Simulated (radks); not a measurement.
Q: Isoelectronic series with 3 electrons, all held in the configuration [He] 2s1, which need not be the ground one along the series. Method: non-relativistic Kohn-Sham, BLYP, spin-polarised, spherical densities, point nucleus; open shells are filled with parallel spins first (spin-orbit coupling, left out, can overturn this in heavy ions); computed with a radial shooting solver on a logarithmic mesh with Libxc functionals. Total energies (hartree) and screening constants sigma, defined by e = -(Z - sigma)^2 / (2 n^2) hartree:

| ion | E (hartree) | 2s up | 1s down | 1s up |
|---|---|---|---|---|
| Li | -7.48267 | 2.056 | 1.050 | 1.046 |
| Al10+ | -177.23583 | 1.839 | 1.065 | 1.057 |
| Ar15+ | -346.48433 | 1.830 | 1.066 | 1.057 |
| V20+ | -571.98180 | 1.825 | 1.066 | 1.057 |
| Ni25+ | -853.72875 | 1.822 | 1.066 | 1.057 |
| As30+ | -1191.72538 | 1.820 | 1.067 | 1.057 |
| Sr35+ | -1585.97182 | 1.819 | 1.067 | 1.057 |
| Tc40+ | -2036.46812 | 1.818 | 1.067 | 1.057 |
| Cd45+ | -2543.21433 | 1.817 | 1.067 | 1.057 |
| I50+ | -3106.21047 | 1.816 | 1.067 | 1.057 |

Estimate the row of O5+.

A: E (hartree) -64.23507; 2s up 1.862; 1s down 1.064; 1s up 1.057.
